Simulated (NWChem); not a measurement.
System: SiCl, doublet; SMILES Cl[Si]

```xyz
2

Si     0.0000     0.0000    -1.1665
Cl     0.0000     0.0000     0.9611
```
Atoms are numbered in this order, from 1.

All runs: NWChem. Spin-unrestricted. The state is orbitally degenerate and is run as one real component. Geometry: optimised at PBE-D3(BJ)/def2-SVP, spin-unrestricted. No stability test was run on the SCF state. Solvent water, SMD (1 M gas to 1 M solution), gas-phase geometry. Reactions with the solvent are ignored.

### Question
What does the run give for PBE0/def2-TZVPD? Quantities: solvation free energy (kcal/mol); cavity-dispersion-structure term (kcal/mol); dipole in solution (D).

### Answer
| Property | Result |
|---|---|
| solvation free energy (kcal/mol) | -1.1 |
| cavity-dispersion-structure term (kcal/mol) | 0.4 |
| dipole in solution (D) | 1.59 |
